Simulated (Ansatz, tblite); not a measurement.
Mg oxide hydroxide: gap (eV) at several levels, gas phase, relaxed structures; Ansatz, xTB through tblite. Clusters are the lowest isomers that short searches found in that spin, judged at the geometry's level. The structures are stationary points that may keep the symmetry of their start. Remarks come from the PBE and PBE0 runs and from stability tests at other levels; not every state was tested.

```tsv
species	state	geometry	GFN1-xTB	GFN2-xTB	PBE-D4/def2-SVP	r2SCAN-D4/def2-TZVP	PBE0-D4/def2-SVP	PBE0-D4/def2-TZVP
MgO2H2	singlet	B3LYP-D4/def2-TZVP	3.60	1.83	4.34	5.32	6.74	6.83
Mg2O3H2	singlet	r2SCAN-D4/def2-SVP	2.04	1.73	0.97	1.64	2.92	3.05
```

Task: Estimate the rows for Mg4O7H6 (with an O–O bond) (singlet, PBE0-D4/def2-SVP geometry).

Result: 
```json
{"species": "Mg4O7H6 (with an O–O bond)", "state": "singlet", "geometry": "PBE0-D4/def2-SVP", "GFN1-xTB": "2.09", "GFN2-xTB": "1.36", "PBE-D4/def2-SVP": "3.15", "r2SCAN-D4/def2-TZVP": "4.13", "PBE0-D4/def2-SVP": "5.49", "PBE0-D4/def2-TZVP": "5.51", "remarks": "restricted SCF unstable in HF"}
```

Over the 3 species that have every level, the mean is 2.58 at GFN1-xTB, 1.64 at GFN2-xTB, 2.82 at PBE-D4/def2-SVP, 3.70 at r2SCAN-D4/def2-TZVP, 5.05 at PBE0-D4/def2-SVP, 5.13 at PBE0-D4/def2-TZVP. Orbital gaps grow with the share of exact exchange and aren't one observable across functionals.
